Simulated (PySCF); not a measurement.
## Working out the ionisation energy of Mn⁺

Mn⁺ [Ar] 3d5 4s1 (7S) → Mn²⁺ [Ar] 3d5 (6S). All numbers are calculated (PySCF 2.14, the non-relativistic Hamiltonian (point nucleus), in pcseg-2). Frozen: [Ar]. Energies in hartree (1 hartree = 27.21139 eV):

```csv
part,Mn⁺ (lower),Mn²⁺ (upper)
UHF,-1149.627640,-1149.086955
MP2 opposite-spin,0.000000,0.000000
MP2 same-spin,-0.074899,-0.059461
```

**Question.** What does Hartree-Fock give?

**Answer.** (-1149.086955) − (-1149.627640) = 0.540685 hartree = 14.713 eV.

**Question.** What do MP2 and SCS-MP2 (6/5 opposite-spin, 1/3 same-spin) give?

**Answer.** The opposite-spin parts differ by 0.000 eV and the same-spin parts by 0.420 eV. MP2: 14.713 + (0.000) + (0.420) = 15.133 eV. SCS-MP2: 14.713 + 1.2 × (0.000) + (0.420)/3 = 14.853 eV.

Measured between the centres of the two terms (NIST): 15.640 eV, so MP2 (valence) is off by -0.507 eV.

The calculation is non-relativistic.

What remains against the reference includes basis incompleteness, the frozen core and correlation beyond second order.
